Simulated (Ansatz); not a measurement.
`[F][Ga]([SH])[Br]` + H–F → `[F][Ga]([F])[Br]` + H₂S at 298.15 K and 1 bar (ligand exchange at a Ga–S bond).

Isolated molecules relaxed with PBE0-D4/def2-TZVP in Ansatz; ΔE leaves out vibrations. CCSD(T)/CBS adds triple-zeta CCSD(T) − MP2 to the extrapolated MP2 energy (def2 sets, frozen cores). This one scheme is used for every species. For Br, Ga outer-core shells are correlated without core-valence functions, which leaves a few kJ/mol of doubt a bond. Scalar relativity is left out up to krypton. Each species was taken in one conformer, which may not be the lowest.

```csv
species,CCSD(T)/CBS energy (Eh),H − E (kJ/mol),S (J/(mol·K))
`[F][Ga]([SH])[Br]`,-4995.56584,51.9,351.0
H–F,-100.39570,33.5,173.6
`[F][Ga]([F])[Br]`,-4696.97905,29.8,324.4
H₂S,-398.97279,49.9,205.7
```

H − E and S are ideal-gas, rigid-rotor, harmonic terms from PBE0-D4/def2-TZVP, for one conformer and one mirror image of each species. 1 Eh = 2625.50 kJ/mol, R = 8.31446 J/(mol·K).

Task: By hand: ΔE, ΔH, ΔS and ΔG.

Result: ΔE = (-4696.97905) + (-398.97279) − (-4995.56584) − (-100.39570) = 0.00970 Eh = 25.5 kJ/mol. Δ(H − E) = 29.8 + 49.9 − 51.9 − 33.5 = -5.7, so ΔH = 19.8 kJ/mol. ΔS = 324.4 + 205.7 − 351.0 − 173.6 = 5.5 J/(mol·K). ΔG = 19.8 − 298.15 × (5.5)/1000 = 18.2 kJ/mol.

Task: By hand: the equilibrium constant, and the temperature at which ΔG would vanish if ΔH and ΔS stayed fixed.

Result: log₁₀ K = −ΔG/(RT ln 10) = -3.2. ΔG = 0 at ΔH/ΔS = 3600 K, far beyond where these terms or the molecules hold.

The number of gas molecules stays the same, so ΔS is small and ΔH decides. A doubt of 5 kJ/mol in ΔE shifts log₁₀ K by 0.9 here. Other conformers and mirror images would add mixing entropy, several J/(mol·K) or more a flexible species. These are equilibria of isolated gas molecules and say nothing of rates. Largest T1 diagnostic: 0.012 (customary marks: 0.02 for closed shells, 0.045 for open ones).
